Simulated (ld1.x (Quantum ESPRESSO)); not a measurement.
# Configuration tests for niobium (PAW)

niobium, PAW, made with ld1.x (Quantum ESPRESSO) 7.5 (Wu–Cohen, scalar-relativistic). Core [Ar] 3d10, reference 4s2 4p6 4d4 5s0.5 5p0.5. Waves: 4s (bound): rcut 1.75, rcutus 1.90 bohr; 5s (bound): rcut 1.75, rcutus 1.90 bohr; 4p (bound): rcut 1.75, rcutus 1.80 bohr; 5p (bound): rcut 1.75, rcutus 1.80 bohr; 4d (bound): rcut 1.35, rcutus 1.85 bohr; 4d channel at 4.15 Ry: rcut 1.35, rcutus 1.85 bohr. Local part: all-electron potential smoothed inside 1.40 bohr (lloc = -2). Core correction: Bessel-smoothed model core inside 1.65 bohr. Augmentation charge: PSQ, inside the norm-conserving radii.

Energies are relative to the spin-unpolarised reference configuration 4s2 4p6 4d4 5s0.5 5p0.5; without spin polarisation the order of configurations can differ from experiment. The frozen-core shift is the all-electron ΔE with the core orbitals held at their reference shape minus the fully relaxed ΔE.

Its overlap operator is not positive definite in a basis up to 400 Ry (lowest eigenvalue d -1.65), so the file is unfit for use: the generalised eigenproblem breaks down once the basis is large enough, and its test numbers describe a broken file.

| valence configuration | charge | ΔE all-electron (eV) | error AE − PS (meV) | frozen-core shift (meV) |
| --- | --- | --- | --- | --- |
| 4s2 4p6 4d4 5s1 5p0 | 0 | -1.497 | +0.3 | -0.3 |
| 4s2 4p6 4d4 5s0 5p0 | +1 | 5.138 | -1.1 | +1.3 |
| 4s2 4p6 4d3 5s0 5p0 | +2 | 19.154 | +24 | -0.2 |
| 4s2 4p6 4d3 5s1 5p0 | +1 | 5.539 | +20 | -1.9 |
| 4s2 4p6 4d4 5s0.5 5p0 | +0.5 | 1.154 | -0.3 | +0.4 |
| 4s2 4p6 4d1 5s0 5p0 | +4 | 80.724 | +95 | +4.4 |
| 4s1 4p6 4d4 5s1 5p0 | +1 | 62.517 | +38 | +19 |

Levels in the configuration 4s2 4p6 4d1 5s0 5p0:

```json
{"level": "4s", "all-electron (eV)": "-103.451", "pseudo (eV)": "-103.397"}
{"level": "4p", "all-electron (eV)": "-78.768", "pseudo (eV)": "-78.695"}
{"level": "4d", "all-electron (eV)": "-43.389", "pseudo (eV)": "-43.425"}
```

A variational frozen-core shift is positive and of second order in the change. This column holds negative values, so the frozen-core run of ld1.x carries numerical noise or an error of first order here, and the column gives no more than the rough size of the effect.

The ghost test of this file was not conclusive.
